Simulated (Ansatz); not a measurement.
Reactions of `N[SiH]([GaH2])BF`.

Calculated with Ansatz (gas phase, PBE0-D4/def2-TZVP geometries, no zero-point term in ΔE). CBS: MP2 limit from def2 TZ/QZ plus the TZ coupled-cluster correction, frozen cores. This one scheme is used for every species. DFT in def2-TZVPP. For Ga outer-core shells are correlated without core-valence functions, which leaves a few kJ/mol of doubt a bond. Scalar relativity is left out up to krypton. Each species was taken in one conformer, which may not be the lowest.

```json
{"reaction": "`N[SiH]([GaH2])BF` + `N[SiH3]` → `FBN[SiH3]` + `N[SiH2][GaH2]`", "CCSD(T)/CBS(def2) (kJ/mol)": "-156"}
{"reaction": "`N[SiH]([GaH2])BF` + `F[SiH3]` → `F[SiH2][GaH2]` + `N[SiH2]BF`", "CCSD(T)/CBS(def2) (kJ/mol)": "?"}
{"reaction": "`N[SiH]([GaH2])BF` + `C#C` → `C#C[SiH](N)[GaH2]` + `BF`", "CCSD(T)/CBS(def2) (kJ/mol)": "-67"}
{"reaction": "`N[SiH]([GaH2])BF` + `N=C=O` → `O=C=NBF` + `N[SiH2][GaH2]`", "CCSD(T)/CBS(def2) (kJ/mol)": "-137"}
```

**Question.** Fill in the missing values. (Estimate.)

**Answer.** Computed: `N[SiH]([GaH2])BF` + `F[SiH3]` → `F[SiH2][GaH2]` + `N[SiH2]BF`: +15.8 kJ/mol.

Largest T1 diagnostic: 0.018, for `N=C=O`.
